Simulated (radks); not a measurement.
Numerical settings for neutral beryllium, [He] 2s2. All-electron calculation, non-relativistic Kohn-Sham, r2SCAN, spin-polarised, spherical densities, point nucleus; meta-GGA in the generalised Kohn-Sham scheme. Program: a radial shooting solver on a logarithmic mesh with Libxc functionals. The defaults (mesh step 0.008 in ln r, mesh end at 40 bohr or more with all orbitals vanishing there, Anderson mixing 0.5 over 9 steps, residual threshold near 1e-9 with the energy settled to 1e-9 hartree or 1e-11 of itself, here a cap of 83 iterations) give E = -14.649 hartree and 2s at -5.746 eV in 11 iterations. Run on one thread of a shared host, so times are rough (Arm Neoverse N1): 0.09 s of CPU time, 0.09 s wall, 11 iterations on 2496 mesh points. Changes against that run (0 stands for a change within the tolerance of the run):

mesh step in ln r 0.2: iterations 83; converged no; E (mhartree) -1.08e+05; CPU (s) 0.2
mesh step in ln r 0.03: iterations 11; converged yes; E (mhartree) 0; e(2s) (meV) +0.0246; CPU (s) 0.03
mesh step in ln r 0.003: iterations 11; converged yes; E (mhartree) 0; e(2s) (meV) 0; CPU (s) 0.23
mesh end (bohr) 3: iterations 10; converged level above zero; E (mhartree) +686; e(2s) (meV) +1.38e+04; CPU (s) 0.07
mesh end (bohr) 1: iterations 10; converged level above zero; E (mhartree) +2.42e+04; e(2s) (meV) +3.51e+05; CPU (s) 0.06
residual threshold 0.001: iterations 8; converged yes; E (mhartree) 0; e(2s) (meV) +0.0533; CPU (s) 0.07
residual threshold 1e-13: iterations 83; converged no; E (mhartree) 0; e(2s) (meV) 0; CPU (s) 0.56
mixing 0.05: iterations 13; converged yes; E (mhartree) 0; e(2s) (meV) 0; CPU (s) 0.11
linear mixing, mixing 0.2: iterations 68; converged yes; E (mhartree) 0; e(2s) (meV) 0; CPU (s) 0.45
linear mixing, mixing 1: iterations 10; converged yes; E (mhartree) 0; e(2s) (meV) 0; CPU (s) 0.08
mixing history 20: iterations 11; converged yes; E (mhartree) 0; e(2s) (meV) 0; CPU (s) 0.09
iteration cap 2: iterations 2; converged no; E (mhartree) +7.97; e(2s) (meV) -3.07e+03; CPU (s) 0.02

Settled on a wrong energy, with an occupied level pushed above zero by the early mesh end: mesh end (bohr) 3 (+0.686 hartree); mesh end (bohr) 1 (+24.2 hartree). Apart from these: no run marked as converged misses the energy by more than 1 mhartree. A mesh that ends early acts as a hard wall.
